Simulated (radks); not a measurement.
Results of a calculation; reference values are marked as such.
Ionisation of Mn+, [Ar] 3d5 4s1, to Mn2+, [Ar] 3d5, under several functionals. Non-relativistic Kohn-Sham, spin-polarised, spherical densities, point nucleus; open shells are filled with parallel spins first; a radial shooting solver on a logarithmic mesh with Libxc functionals.

| functional | E(Mn+) (hartree) | Exc (hartree) | IE (eV) | -e(HOMO) (eV) | <r> HOMO (bohr) | IE error (eV) |
|---|---|---|---|---|---|---|
| TASK exchange with Perdew-Wang LDA correlation | -1150.28544 | -51.48621 | 15.490 | 13.171 | 2.704 | -0.150 |
| OLYP | -1150.98391 | -52.20738 | 15.581 | 12.041 | 2.774 | -0.059 |
| HCTH/407 | -1151.18273 | -52.44458 | 15.688 | 12.362 | 2.750 | +0.048 |
| PBEsol | -1149.38296 | -50.51756 | 16.056 | 12.486 | 2.755 | +0.416 |
| RPBE | -1150.68440 | -51.84959 | 15.968 | 12.357 | 2.779 | +0.328 |
| MS2 meta-GGA | -1150.64003 | -51.81211 | 15.976 | 12.451 | 2.768 | +0.336 |
| LDA (Slater exchange, Perdew-Zunger correlation) | -1148.34717 | -49.45825 | 16.316 | 12.692 | 2.753 | +0.676 |

NIST Atomic Spectra Database: 15.640 eV (measured). Closest: HCTH/407. The Delta-SCF values span 0.83 eV, the total energies 2.84 hartree. The highest occupied level is 4s. Open shells are spherical and high-spin; term and fine-structure splittings are not resolved.
